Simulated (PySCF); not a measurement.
Positional isomers: furan hydroxy+boryl. Gas-phase values, no solvent. One relaxed conformer stands for each flexible species; it need not be the lowest. Strings in code marks are SMILES.

The four lowest singlet excitations (Tamm–Dancoff). All values below come from PBE-D3(BJ)/def2-TZVP // PBE-D3(BJ)/def2-SVP run with PySCF. Excitations are Tamm–Dancoff values on a coarser integration grid. The basis has no diffuse functions, so Rydberg states are missing or too high.

```
state  energy (eV)  wavelength (nm)  oscillator strength
-----  -----------  ---------------  -------------------
S1            4.70              264                0.559
S2            5.22              238                0.000
S3            5.35              232                0.001
S4            5.61              221                0.064
```

### Question
Which member gives these states?
A. `Bc1cocc1O`
B. `Bc1ccc(O)o1`
C. `Bc1coc(O)c1`
D. `Bc1cc(O)co1`

### Answer
B, `Bc1ccc(O)o1`
